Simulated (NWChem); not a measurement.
# A calculation on HGe (+1)

```xyz
2

Ge     0.0000     0.0000     0.0482
H      0.0000     0.0000    -1.5435
```
Charge +1, spin multiplicity 1.

Program: NWChem. The geometry was optimised at PBE0/def2-SVP, a minimum by its harmonic frequencies.

Symmetry labels belong to the abelian group C2v used in the runs, with the axes of the coordinates shown; states degenerate in a higher group split over its labels.

The Hamiltonian is non-relativistic. The spin multiplicity of the parent species was assumed, not shown to be that of its ground state. The structure started from a generated list of species.

List the lowest 3 singlet excitations that TD-PBE/def2-SVPD gives, with oscillator strengths.


```
state  symmetry  energy (eV)  wavelength (nm)      f
-----  --------  -----------  ---------------  -----
1            b1         3.13              396  0.009
2            b2         3.13              396  0.009
3            a1         9.35              133  0.539
```
